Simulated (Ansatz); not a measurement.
Isolated molecules relaxed with PBE0-D4/def2-TZVP in Ansatz; ΔE leaves out vibrations. CBS: MP2 limit from def2 TZ/QZ plus the TZ coupled-cluster correction, frozen cores. This one scheme is used for every species. Functionals use def2-TZVPP. For Zn outer-core shells are correlated without core-valence functions, which leaves a few kJ/mol of doubt a bond. Scalar relativity is left out up to krypton.

`[SiH3][N]([SiH3])[ZnH]` + `BC` → `[CH3][ZnH]` + `BN([SiH3])[SiH3]`  (redistribution)

```json
{"species": "`[SiH3][N]([SiH3])[ZnH]`", "PBE0 energy (Eh)": "-2416.85421"}
{"species": "`BC`", "PBE0 energy (Eh)": "-65.86804"}
{"species": "`[CH3][ZnH]`", "PBE0 energy (Eh)": "-1819.59963"}
{"species": "`BN([SiH3])[SiH3]`", "PBE0 energy (Eh)": "-663.14504"}
```

Task: Work out ΔE.

Result: ΔE = (-1819.59963) + (-663.14504) − (-2416.85421) − (-65.86804) = -0.02242 Eh = -58.9 kJ/mol. CCSD(T)/CBS gives -54.9 kJ/mol.

Task: What do rigid-rotor, harmonic-oscillator terms from PBE0-D4/def2-TZVP frequencies (298.15 K, 1 bar) make of the CCSD(T)/CBS value? (An estimate is asked.)

Result: The calculation gave: ΔZPE = +4.0 kJ/mol, ΔH = -53.0 kJ/mol, ΔS = -17 J/(mol·K), ΔG = -47.8 kJ/mol.

Largest T1 diagnostic among the species: 0.015.

From BLYP to BHLYP (50 % exact exchange), in def2-TZVPP and without D4, ΔE moves by +7.2 kJ/mol. In def2-TZVPP, CCSD(T) changes the Hartree–Fock value by −11.6 kJ/mol (the triples alone add −1.8 kJ/mol) and MP2 by −12.1 kJ/mol.
